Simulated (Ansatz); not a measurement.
A geometry relaxed with CAM-B3LYP-D3(BJ)/def2-TZVP (Ansatz, a program for electronic structure), charge 0, multiplicity 1:

```xyz
5

H      2.0463     0.3045     0.0821
Cl    -0.8220     1.9956    -0.0416
Al    -0.5250    -0.0601    -0.0211
S      1.4556    -0.9000     0.0630
Cl    -2.1548    -1.3401    -0.0823
```

**Question.** Write the SMILES of this molecule.

**Answer.** `[SH][Al]([Cl])[Cl]`
